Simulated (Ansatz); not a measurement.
Se(Br)(GeH3) (BrGeH3Se), SMILES [GeH3][Se]Br.

Geometry: ωB97X-D3(BJ)/def2-SVP. The structure was generated by enumeration, and PubChem lists no compound with its InChIKey, so it may never have been made.

Two levels are set side by side: PBE/def2-SVPD (Ansatz, a program for electronic structure) and PBE0/def2-SVPD (Ansatz). Energy differences of separate SCF runs at the same geometry; the states with an electron removed or added have multiplicity 2 and 2. Differences are taken from unrounded values.

```csv
quantity,PBE0,PBE,PBE minus PBE0
vertical ionisation energy (eV),8.89,8.66,-0.22
vertical electron affinity (eV),0.90,0.90,-0.01
vertical singlet–triplet gap (eV),2.05,1.97,-0.08
```
